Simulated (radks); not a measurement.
Results of a calculation; reference values are marked as such.
Ionisation of the praseodymium ion Pr+, [Xe] 4f3 6s1, to [Xe] 4f3 as the strength of local exchange is varied. Level of theory: Dirac Kohn-Sham, Slater X-alpha exchange (alpha = 2/3 is LDA exchange), no correlation, spin-unpolarised, spherical densities, finite nucleus; open shells fill j = l - 1/2 first; Fermi nuclear charge, rms radius 4.8919 fm (a radial shooting solver on a logarithmic mesh with Libxc functionals).

alpha  E(Pr+) (hartree)  exchange (hartree)  IE (eV)  -e of the level emptied (eV)  <r> of it (bohr)
0.665        -9228.9928           -203.4207    9.974                 7.464 (6s1/2)             4.125
0.667        -9229.6046           -204.0462    9.983                 7.473 (6s1/2)             4.123
0.708        -9242.1558           -216.8860   10.168                 7.661 (6s1/2)             4.086
0.717        -9244.9132           -219.7089   10.209                 7.702 (6s1/2)             4.078
1.012        -9335.7500           -313.1180   11.657                 9.187 (6s1/2)             3.817
1.029        -9341.0114           -318.5528   11.745                 9.278 (6s1/2)             3.803
1.036        -9343.1786           -320.7924   11.781                 9.315 (6s1/2)             3.797

NIST Atomic Spectra Database: 10.63 eV (semi-empirical). The Delta-SCF value meets it near alpha = 0.80. Spin polarisation and multiplet splitting are left out, so open shells lie too high by an amount that depends on their filling.

Beside tabulated values, note that spin-unpolarised runs miss the spin-polarisation part of the exchange energy of open shells.
